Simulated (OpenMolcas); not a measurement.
An OpenMolcas run meant for Pr IV (ANO-RCC-VTZP, X2C; inactive shells 1s 2s 2p 3s 3p 3d 4s 4p 4d 5s 5p; intended active space 2 electrons in 7 orbitals (4f)). One step of its input:

```
&CASPT2
Multistate=21 1 2 3 4 5 6 7 8 9 10 11 12 13 14 15 16 17 18 19 20 21
Frozen=14 9
IPEA=0.25
Imaginary=1.5
MaxIter=60
WThr=0.0 0.3 0.05
PrWF=0.5
NoMix
```

The run finished. Its levels beside those of a sound run (SS-CASPT2, IPEA 0.25 Eh, imaginary shift 0.1 Eh (closed shells correlated: 5s 5p)), in eV above each run's lowest level:

```json
{"Level": "4f² ³H₄", "This run": "0.0000", "Usual run": "0.0000"}
{"Level": "4f² ³H₅", "This run": "0.2844", "Usual run": "0.2859"}
{"Level": "4f² ³H₆", "This run": "0.5820", "Usual run": "0.5835"}
{"Level": "4f² ³F₂", "This run": "0.7033", "Usual run": "0.6725"}
{"Level": "4f² ³F₃", "This run": "0.8883", "Usual run": "0.8594"}
{"Level": "4f² ³F₄ [53 %]", "This run": "0.9203", "Usual run": "0.8838"}
{"Level": "4f² ¹G₄ [52 %]", "This run": "1.3006", "Usual run": "1.2622"}
{"Level": "4f² ¹D₂", "This run": "2.5158", "Usual run": "2.3884"}
{"Level": "4f² ³P₀", "This run": "3.2196", "Usual run": "3.1163"}
{"Level": "4f² ¹I₆", "This run": "3.1581", "Usual run": "3.1339"}
{"Level": "4f² ³P₁", "This run": "3.2702", "Usual run": "3.1668"}
{"Level": "4f² ³P₂", "This run": "3.4235", "Usual run": "3.3187"}
```

Question: Which setting is unsound, and how much does it matter here?

Answer: The level shift is far above the usual 0.1 to 0.3 hartree and damps the second-order energy. Against the sound run the excited levels shown move by 440 cm-1 on average and by 1000 cm-1 at most.

CASPT2 breaks the degeneracy within a term, and the mean is taken; among the terms shown or strongly mixed into the levels shown the widest spread is 560 cm-1 (4f² ¹I, the sound run). Some high roots are left out of the spin-orbit mixing, which shifts the levels that they would mix with. Some terms miss by over 15 % even with CASPT2, which points to a basis or an active space too small for the shells correlated. Levels of configurations outside the active space are missing.

A share in square brackets marks a mixed level and gives the weight of the term that names it, the lowest over the columns.
